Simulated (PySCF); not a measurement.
arsenic trifluoride (AsF3), singlet, geometry from GFN2-xTB. Base run: CAMB3LYP/pcseg-1 (PySCF).

Here is a job for PySCF.
```python
from pyscf import gto, scf, dft

mol = gto.M(
    atom='''
F    -0.843028   -1.170729   -0.507699
As    0.013194   -0.005516    0.423912
F     1.416347   -0.120513   -0.564356
F    -0.621699    1.311469   -0.482288
''',
    basis='pcseg-1',
    charge=0,
    spin=0,
    verbose=4,
)

mf = dft.RKS(mol)
mf.xc = 'camb3lyp'
mf.kernel()
```

Variants of this job, named by their change:

| change | ΔE vs base (mEh) | fitting functions | dipole (D) |
|---|---|---|---|
| base | 0.000 | - | 3.05 |
| auxbasis = def2-universal-jkfit | -0.049 | 497 | 3.05 |
| auxbasis = cc-pvtz-ri | -7925.1 | 409 | 3.12 |
| auxbasis = default (with mf = mf.density_fit()) | -0.290 | 688 | 3.05 |
| auxbasis = cc-pvdz-jkfit | 109.5 | 381 | 3.05 |
| auxbasis = even-tempered beta=1.6 | -0.011 | 1009 | 3.05 |
| auxbasis = def2-svp-ri | -7321.3 | 271 | 3.13 |
| auxbasis = autoaux | 0.058 | 661 | 3.05 |
| only_dfj = on; auxbasis = def2-universal-jfit | -0.407 | 205 | 3.05 |
| auxbasis = def2-tzvp-ri | -7502.2 | 387 | 3.12 |

A fitting set is made for a task (jfit for Coulomb, jkfit for Coulomb and exchange, ri for correlation) and for a family of orbital bases.
